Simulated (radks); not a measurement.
Problem. All-electron atom: Fe+ in [Ar] 3d5.5 4s1.5 (fractional occupations, a model configuration). Calculated with a radial shooting solver on a logarithmic mesh with Libxc functionals: scalar-relativistic Kohn-Sham, PBE, spin-unpolarised, spherical densities, finite nucleus; Fermi nuclear charge, rms radius 3.7377 fm. Some entries of the table are withheld. Estimate them.

orbital,occ.,eigenvalue (hartree),<r> (bohr),r(max) (bohr)
1s,2,-257.6380,0.05846,0.03827
2s,2,-30.56654,0.2669,(1)
2p,6,-26.10924,0.2355,0.1798
3s,2,-3.88394,0.8082,0.6999
3p,6,(2),0.8530,0.7120
3d,5.5,-0.68416,1.068,0.7049
4s,1.5,-0.48432,2.637,2.237

Solution. 
(1) 2s r(max) (bohr): 0.2224
(2) 3p eigenvalue (hartree): -2.63222
